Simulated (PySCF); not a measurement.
From one molecule to another.

First species: C4H3F2 (charge +1).
SMILES with atom numbers: `[F:1][CH2:2][c:3]1[cH:4][c+:5]1[F:6]` (hydrogens: H7, H8 on C2; H9 on C4)

Second species: C₃H₉FOSi₂.
SMILES with atom numbers: `[F:1][CH2:2][C@@H:3]1[CH2:4][SiH2:5][O:6][SiH2:7]1` (hydrogens: H8, H9 on C2; H10 on C3; H11, H12 on C4; H13, H14 on Si5; H15, H16 on Si7)

Levels: PBE0/def2-SVPD for HOMO energy, LUMO energy, HOMO–LUMO gap and static isotropic polarisability; TDDFT PBE0/def2-SVPD for lowest singlet excitation; TDA PBE0/def2-SVPD for lowest triplet excitation (Tamm–Dancoff). Geometries: GFN2-xTB. Each structure is a single optimised conformer of the isolated species, non-relativistic unless stated. Electronic properties by PySCF.

Dipoles, sizes and rotational constants follow the conformer. The torsions of the flexible species, by atom-mapped SMILES:
- `[F:1][CH2:2][c:3]1[cH:4][c+:5]1[F:6]`: F1–C2–C3–C4 0°

The conformers of `FC[C@@H]1C[SiH2]O[SiH2]1` aren't listed.

```
                                property   column X  column Y
                             HOMO energy  -15.42 eV  -8.20 eV
                             LUMO energy   -7.84 eV   0.04 eV
                           HOMO–LUMO gap    7.58 eV   8.24 eV
               lowest singlet excitation    6.53 eV   6.95 eV
lowest triplet excitation (Tamm–Dancoff)    5.65 eV   6.67 eV
         static isotropic polarisability    39.9 au   85.6 au
```

Which column belongs to which species?

Column X is the first species and column Y the second. The first has 9 atoms and 44 electrons, the second 16 and 72; their charges are +1 and 0, their HOMO energies -15.42 eV and -8.20 eV.

How does each property change from the first species to the second?

HOMO energy +7.22 eV; LUMO energy +7.88 eV; HOMO–LUMO gap +0.66 eV; lowest singlet excitation +0.42 eV; lowest triplet excitation (Tamm–Dancoff) +1.02 eV; static isotropic polarisability +45.7 au.

On the first: S1 lies 1.05 eV below the HOMO–LUMO gap; its leading configuration is HOMO→LUMO, weight 0.98. The polarisability is 5.92 Å³ as a volume (1 au = 0.148185 Å³), or 0.91 au for each of the 44 electrons.

On the second: The 8 singlets span 6.95 to 7.96 eV, and their oscillator strengths add up to 0.10. The principal polarisabilities are 75.2, 86.0 and 95.4 au; their mean is the isotropic value.
